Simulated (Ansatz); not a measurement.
CH6AlNO (`OC[NH][AlH2]`), relaxed with RKS PBE-D4/def2-SVP in Ansatz from a rough embedded geometry. The force threshold is 0.03 eV/Å; the program also tests the step.

The species carries charge 0 and has multiplicity 1.

Start:

```xyz
10

O    -0.467    1.557    0.585
C     0.386    1.055   -0.327
N    -0.185   -0.128   -0.987
Al   -0.067   -1.666    0.168
H    -0.279    1.149    1.494
H     0.550    1.840   -1.074
H     1.413    0.841    0.130
H    -1.104    0.070   -1.246
H    -0.678   -3.123   -0.383
H     0.431   -1.595    1.640
```

(1) By how much does the energy fall, and how many steps does the optimiser take? (An estimate is asked.)

(2) Which bonds change most? (Estimate.)

(3) Give the relaxed structure. (An estimate is asked.)

Results:

(1) Computed: 0.82 eV, in 9 steps.

(2) Ansatz gave: N3–Al4 from 1.926 to 1.798 Å; Al4–H9 from 1.673 to 1.595 Å; O1–C2 from 1.346 to 1.413 Å; N3–H8 from 0.976 to 1.028 Å.

(3) Computed: 
```xyz
10

O    -0.450    2.021    0.429
C     0.378    1.052   -0.181
N    -0.310   -0.177   -0.511
Al   -0.005   -1.837    0.109
H    -0.803    1.610    1.242
H     0.771    1.555   -1.094
H     1.258    0.786    0.456
H    -1.075   -0.004   -1.176
H    -0.931   -3.008   -0.453
H     1.168   -1.998    1.180
```
